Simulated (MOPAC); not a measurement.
MOPAC input (AM1):

```
AM1 PRECISE GNORM=0.05 LET XYZ GEO-OK AUX(PRECISION=9) THREADS=1
BrCl

Cl   -0.00000000 1   -0.00000000 1   -1.45740920 1
Br    0.00000000 1    0.00000000 1    0.70788447 1
```

What heat of formation does the run end on?

-10.63 kcal/mol.
